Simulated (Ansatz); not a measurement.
The multiplicity is imposed and other spin states were not computed.

Species: [Cd(CH3)(NH2)] (charge 0, multiplicity 1).

Give a relaxed geometry from r2SCAN-D4/def2-SVP run with Ansatz (an electronic-structure program).

This is not unique; one that fits is the end point of this relaxation, one of several conformers.
Cartesian coordinates (Å) in one orientation:
```xyz
8

Cd     0.009    -0.116    -0.023
C      0.453    -0.798     1.907
H      1.223    -0.167     2.378
H      0.821    -1.835     1.875
H     -0.449    -0.773     2.539
N     -0.341     0.695    -1.835
H     -1.329     0.765    -2.086
H      0.110     0.209    -2.613
```
